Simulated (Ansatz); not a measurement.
Geometry optimisation, Ansatz 0.2.0, RKS LDA/6-31G*.

Input:

```yaml
crystal:
  periodic: [false, false, false]
  atoms:
    - { symbol: Si, position_ang: [0.0, 0.0, 0.0] }
    - { symbol: "N", position_ang: [0.0, 0.0, 1.82] }
    - { symbol: H, position_ang: [-0.877, -0.2713, 2.35] }
    - { symbol: H, position_ang: [0.877, 0.2713, 2.35] }
    - { symbol: F, position_ang: [1.4994, 0.0, -0.5295] }
    - { symbol: F, position_ang: [-0.7489, 1.2974, -0.5295] }
    - { symbol: H, position_ang: [-0.6877, -1.1914, -0.4862] }
basis:
  gaussian: { orbitals: "6-31G*" }
hamiltonian:
  xc: lda
relax:
  f_tol: 0.02
  max_steps: 40
output:
  orbitals: {}
```

Launched with:

```bash
$ ansatz run input.yaml --threads 1 --pin off --max-ram 2048MiB --backend cpu --events-out ev --progress --plain --runs-dir out
```

Q: Where does it end, and by what steps?

A: The run converged. After 10 steps the energy has fallen by 0.378 eV; H4 moved furthest, 0.37 Å.

| step | energy less start (eV) | largest force component (eV/Å) | accepted |
| --- | --- | --- | --- |
| 0 | 0.0000 | 3.501 | yes |
| 1 | -0.2802 | 1.940 | yes |
| 2 | -0.3520 | 0.385 | yes |
| 3 | -0.3603 | 0.135 | yes |
| 4 | -0.3663 | 0.117 | yes |
| 5 | -0.3701 | 0.331 | yes |
| 6 | -0.3742 | 0.200 | yes |
| 7 | -0.3383 | 1.076 | no |
| 8 | -0.3777 | 0.024 | yes |
| 9 | -0.3773 | 0.073 | no |
| 10 | -0.3780 | 0.017 | yes |

```xyz
7
Properties=species:S:1:pos:R:3
Si 0.000 -0.009 0.068
N 0.068 -0.079 1.757
H -0.697 -0.503 2.283
H 0.638 0.550 2.323
F 1.483 -0.063 -0.517
F -0.596 1.354 -0.523
H -0.833 -1.144 -0.416
```

Whether the end is a true minimum wasn't checked by a vibrational analysis.

The run took 11 s on 1 thread of Intel(R) Xeon(R) Platinum 8488C (Sapphire Rapids), on a shared host, peak memory 0.15 GiB.
